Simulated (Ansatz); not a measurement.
Cartesian coordinates in Å:
```
O -2.374 1.423 -0.900
C -1.423 0.865 -0.529
N -0.444 0.295 -0.143
Al 0.987 -0.568 0.394
F 1.396 -1.938 -0.412
H 1.858 -0.076 1.591
```

The species carries charge 0 and has multiplicity 1.

Question: List the PBE0/def2-TZVPP orbital energies in eV (Ansatz 0.2.0). (An estimate is asked.)

Answer: Ansatz gave: Occupied: -1528.98, -673.32, -524.07, -391.89, -282.04, -114.82, -74.95, -74.78, -74.73, -32.33, -31.19, -26.20, -16.00, -14.38, -13.35, -13.35, -13.10, -11.93, -11.92, -10.18, -9.16, -8.97. Lowest empty: -1.30, -0.35, 0.44, 1.47, 1.66, 2.42, 2.79, 3.79.
